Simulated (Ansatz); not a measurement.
Rb₂Cl₃⁻. Charge -1, multiplicity 1. Geometry PBE0-D4/def2-SVPD; atoms count from 1.

```xyz
5

Rb   -0.621   -1.225   -2.780
Rb    0.649    1.228    2.773
Cl   -1.282   -2.427   -5.434
Cl    0.061    0.011   -0.019
Cl    1.194    2.413    5.460
```

In the def2 sets Rb takes a core potential; there is no spin–orbit coupling. Another isomer (singlet) lies 0.18 eV lower at PBE0-D4/def2-TZVPD; other spin states weren't run for this one.

(1) Estimate the Mulliken populations from the PBE0/def2-TZVPD orbitals of Ansatz.

## Answers

(1) 
| atom | charge (e) |
| --- | --- |
| Rb1 | 0.77 |
| Rb2 | 0.77 |
| Cl3 | -0.93 |
| Cl4 | -0.68 |
| Cl5 | -0.93 |
Mulliken values depend strongly on the basis. With diffuse functions, as here, like atoms can get unlike values, and bond orders can come out too low or too high.
